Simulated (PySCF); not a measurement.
Compound: C₂F₅O (doublet state).
Cartesian coordinates in Å at the GFN2-xTB level; atoms count from 1:
```
atom  x, y, z in Å
F1    -2.3096   -0.9362   -0.2793
C2    -1.3139   -0.0725   -0.3213
F3    -1.5081    0.9314    0.5266
O4    -0.1008   -0.7105   -0.2364
C5     1.0068    0.0141    0.0084
F6     1.1018    1.0894   -0.7734
F7     2.0587   -0.7497   -0.2146
F8     1.0742    0.4435    1.2655
```

The hyperfine couplings belong to this conformer and change with its torsions.

As a line formula: `F[C](F)OC(F)(F)F` [radical].

Theory: PySCF, UKS B3LYP, pcH-1 on C F O, non-relativistic, mean-field spin-orbit, GIAO. One conformer (not necessarily the lowest) at the GFN2-xTB geometry, without solvent, vibrations or thermal averaging. The geometry wasn't refined by DFT: couplings that depend on bond lengths, twists or pyramidal angles can differ widely from those at the functional's own minimum. No stability test was run, so a lower SCF solution isn't excluded.

Match the computed a_iso(19F) values +356.9, +8.1 MHz (means over equivalent nuclei) with the sites F1/F3; F6/F7/F8.

```csv
site,a_iso (MHz),ρ(0) (bohr⁻³),position,distance from C2 (Å),bound to,spin population there,largest |T| (MHz)
F1/F3,+356.9,+0.0848,1 bond from C2,1.32,C2,+0.82,421.0
F6/F7/F8,+8.1,+0.0019,3 bonds from C2,3.02,C5,0.00,13.1
```

The isotropic 13C couplings are +664.6, -4.3 MHz. Assign them to C2; C5.

```csv
site,a_iso (MHz),ρ(0) (bohr⁻³),position,distance from C2 (Å),spin population,largest |T| (MHz)
C2,+664.6,+0.5912,largest spin population,0.00,+0.82,144.5
C5,-4.3,-0.0038,2 bonds from C2,2.35,0.00,1.9
```

ρ(0) is the spin density at the nucleus and T the dipolar tensor; entries for several nuclei are means. The largest Mulliken spin populations are on C2 (+0.82) and O4 (+0.06). No atom but C2 exceeds +0.15. The angles at C2 add up to 338.7°, so it is pyramidal.

Means are taken over nuclei equivalent by connectivity, which assumes that they swap fast. The three 19F nuclei of mean +8.1 MHz run from -5.5 to 25.2 MHz in the frozen geometry. The 19F value of +356.9 MHz is a mean of couplings from 334.0 to 379.8 MHz in this one geometry, not an average over conformers.
